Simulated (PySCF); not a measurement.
Compound: Si(vinyl)2Cl2, C4H6Cl2Si.
Z-matrix (Å and degrees, PBE0-D3(BJ)/def2-SVP geometry), rows numbered from 1:
```
Si
C   1  1.8523
C   2  1.3369  1  124.20
H   2  1.0984  1  116.83  3   178.75
H   3  1.0953  2  121.46  1    -0.72
H   3  1.0952  2  121.83  1   179.06
C   1  1.8523  2  114.32  3   123.98
C   7  1.3369  1  124.29  2  -121.21
H   7  1.0985  1  116.79  2    59.14
H   8  1.0953  7  121.49  1    -0.12
H   8  1.0956  7  121.80  1  -179.96
Cl  1  2.0709  2  109.04  3     1.28
Cl  1  2.0695  2  107.45  3  -116.40
```

Computed with PySCF 2.14.0, PBE0-D3(BJ)/def2-SVP geometry optimisation, gas phase.

Take the most abundant isotopes and a rigid rotor. The values belong to one conformer.

Give the principal moments of inertia and the rotational constants in cm⁻¹.

Ia = 374.48, Ib = 394.39, Ic = 481.58 u·Å²; 505379 MHz·u·Å²/I gives 1350, 1281 and 1049 MHz, that is A = 0.04502, B = 0.04274, C = 0.03500 cm⁻¹.

What kind of rotor is it?

An asymmetric top. Ray's parameter κ = (2B − A − C)/(A − C) = 0.546; −1 is the prolate and +1 the oblate limit.

What does the inertial defect say?

Not planar: Δ = Ic − Ia − Ib = -287.28 u·Å². For a rigid frame Δ = −2 Σ m c², so Σ m c² = 143.64 u·Å² lies off the ab plane: 13.29 from hydrogen and 130.35 from heavier atoms. The atom farthest from that plane is 2.14 Å away.

Give the other two planar moments, Paa and Pbb, and the rms extents of the mass along the axes.

Paa = Σ m a² = (Ib + Ic − Ia)/2 = 250.75 and Pbb = Σ m b² = (Ia + Ic − Ib)/2 = 230.84 u·Å². With the mass M = 151.96 u, the rms extents √(P/M) along a, b and c are 1.28, 1.23, 0.97 Å.

Give the coordinates in the principal-axis frame, origin at the centre of mass.

The sense of each axis is arbitrary; atoms in the order of the calculation.
```tsv
atom	mass (u)	a (Å)	b (Å)	c (Å)
Si1	27.977	0.002	-0.093	0.241
C2	12.000	-1.520	0.286	1.226
C3	12.000	-2.432	1.200	0.879
H4	1.008	-1.679	-0.302	2.140
H5	1.008	-2.320	1.803	-0.029
H6	1.008	-3.327	1.382	1.483
C7	12.000	1.585	0.076	1.188
C8	12.000	2.582	0.899	0.849
H9	1.008	1.696	-0.553	2.082
H10	1.008	2.518	1.539	-0.038
H11	1.008	3.502	0.966	1.439
Cl12	34.969	0.060	1.146	-1.417
Cl13	34.969	-0.146	-2.055	-0.401
```

Which lines would a microwave search look for?

The dipole components are |μa| = 0.11 D, |μb| = 1.04 D, |μc| = 2.00 D. The squared components, which scale the intensities, stand as 0.00 : 0.27 : 1.00 (a : b : c). Some lines, for components of 0.1 D or more:

| type | branch | J(Ka,Kc) | MHz | lower level (cm⁻¹) |
| --- | --- | --- | --- | --- |
| b | Q | 1(1,0) ← 1(0,1) | 300 | 0.078 |
| c | Q | 5(4,2) ← 5(3,2) | 350 | 1.271 |
| a | Q | 5(4,1) ← 5(4,2) | 362 | 1.282 |
| a | Q | 3(2,1) ← 3(2,2) | 603 | 0.491 |
| b | Q | 4(3,1) ← 4(2,2) | 657 | 0.837 |
| c | Q | 4(4,1) ← 4(3,1) | 671 | 0.859 |
| b | Q | 5(5,0) ← 5(4,1) | 1015 | 1.294 |
| a | Q | 5(3,2) ← 5(3,3) | 1079 | 1.235 |
| a | Q | 4(1,3) ← 4(1,4) | 1833 | 0.735 |
| b | Q | 4(2,3) ← 4(1,4) | 1843 | 0.735 |
| b | Q | 5(1,4) ← 5(0,5) | 2367 | 1.094 |
| a | R | 2(1,2) ← 1(1,1) | 4430 | 0.080 |
| b | R | 2(1,2) ← 1(0,1) | 4498 | 0.078 |
| c | R | 2(2,1) ← 1(1,1) | 5330 | 0.080 |
| a | R | 3(0,3) ← 2(0,2) | 6566 | 0.227 |
| a | R | 3(2,2) ← 2(2,1) | 6993 | 0.258 |
| a | R | 3(1,2) ← 2(1,1) | 7135 | 0.251 |
| a | R | 3(2,1) ← 2(2,0) | 7419 | 0.264 |
| c | R | 3(3,0) ← 2(2,0) | 7942 | 0.264 |
| b | R | 4(1,3) ← 3(2,2) | 9154 | 0.491 |
| a | R | 4(3,2) ← 3(3,1) | 9524 | 0.525 |
| c | R | 4(4,1) ← 3(3,1) | 10682 | 0.525 |
| b | R | 5(0,5) ← 4(1,4) | 10758 | 0.735 |
| b | R | 5(2,4) ← 4(1,3) | 11294 | 0.796 |
| a | R | 5(3,3) ← 4(3,2) | 11755 | 0.842 |
| b | R | 5(4,1) ← 4(3,2) | 13545 | 0.842 |
| b | R | 5(3,2) ← 4(2,3) | 14204 | 0.797 |

No PBE0-D3(BJ)/def2-SVP frequencies stand behind this structure, so it isn't proved a minimum. These are rigid-rotor constants of the computed structure; measured ground-state constants (B0) also hold zero-point vibration. Quadrupole hyperfine structure (35Cl) is left out.
